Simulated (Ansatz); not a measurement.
The cluster Cd3F4⁺. The state is a doublet with charge 1. Geometry r2SCAN-D4/def2-SVP; atoms count from 1.

```xyz
7

Cd    0.827    0.010   -1.739
Cd   -1.561   -1.108    0.318
Cd    0.888    0.863    1.493
F    -1.140    0.341    1.804
F     0.698   -1.024    0.263
F    -1.193   -0.615   -1.711
F     1.482    1.534   -0.428
```

In the def2 sets Cd takes a core potential; there is no spin–orbit coupling. The structure comes from a short search, and lower isomers may exist.

Estimate the Mulliken populations from the PBE0/def2-TZVP orbitals of Ansatz.


| atom | charge (e) | spin (α − β) | d electrons |
| --- | --- | --- | --- |
| Cd1 | 1.08 | 0.33 | 10.04 |
| Cd2 | 1.08 | 0.35 | 10.04 |
| Cd3 | 1.08 | 0.35 | 10.04 |
| F4 | -0.55 | -0.01 | – |
| F5 | -0.57 | -0.01 | – |
| F6 | -0.55 | -0.01 | – |
| F7 | -0.55 | -0.01 | – |
Mulliken values depend strongly on the basis.

Where does the spin sit?

Summed by element: Cd 1.03, F -0.03, of 1 unpaired in all. Largest on single atoms: Cd2 0.35, Cd3 0.35, Cd1 0.33.

And the Mayer bond orders between heavy atoms (over 0.3)?

Cd1–F6 0.35 (2.11 Å); Cd1–F7 0.35 (2.11 Å); Cd2–F4 0.35 (2.12 Å); Cd2–F6 0.34 (2.12 Å); Cd3–F4 0.35 (2.12 Å); Cd3–F7 0.34 (2.12 Å).
